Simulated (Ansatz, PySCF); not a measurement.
Species: C4H10N, charge 0, multiplicity 2. SMILES: C[C](CN)C
Geometry from a B3LYP-D3(BJ)/def2-TZVP (Ansatz, a program for electronic structure) optimisation:
```
C
C 1 1.4889
H 2 1.0925 1 112.01
H 2 1.0931 3 108.40 1 123.48
H 2 1.1031 3 106.71 4 114.01
C 1 1.4891 2 118.53 3 164.68
H 6 1.0891 1 111.33 2 -171.08
H 6 1.0935 7 109.18 1 -123.57
H 6 1.1031 7 107.31 8 -114.78
C 1 1.4945 2 118.36 3 -37.56
H 10 1.1001 1 108.77 2 28.68
H 10 1.1038 11 105.74 1 117.66
N 10 1.4669 11 113.56 12 116.43
H 13 1.0127 10 110.70 11 -61.80
H 13 1.0138 14 107.55 10 -120.36
```
Charge 0, spin multiplicity 2.

Wanted: size of the dipole moment, in D. Conventions: 6-311+G** with 5d; six Cartesian d functions in 6-31G* and its kin unless marked 5d; UHF or UKS for open shells; no spin-orbit coupling; non-relativistic; no dispersion term unless named. First-principles rows: single points at B3LYP-D3(BJ) geometries (Ansatz).

```json
[
 {"level": "PBE/STO-3G", "program": "Ansatz", "size of the dipole moment (D)": "1.26"},
 {"level": "PBE/3-21G", "program": "Ansatz", "size of the dipole moment (D)": "1.37"},
 {"level": "BP86/6-31G* (5d)", "program": "PySCF", "size of the dipole moment (D)": "1.22"},
 {"level": "B3LYP/6-31G*", "program": "Ansatz", "size of the dipole moment (D)": "1.25"},
 {"level": "PBE0/6-311+G**", "program": "Ansatz", "size of the dipole moment (D)": "1.20"},
 {"level": "M06-2X/6-31G* (5d)", "program": "PySCF", "size of the dipole moment (D)": "1.27"}
]
```

No value to compare with is used here. The 6 habitual levels span 1.20 (PBE0/6-311+G**) to 1.37 D (PBE/3-21G).

The levels are drawn from those run, B3LYP/6-31G* more often than the rest, none by its result; runs whose electronic state is in doubt are left out.
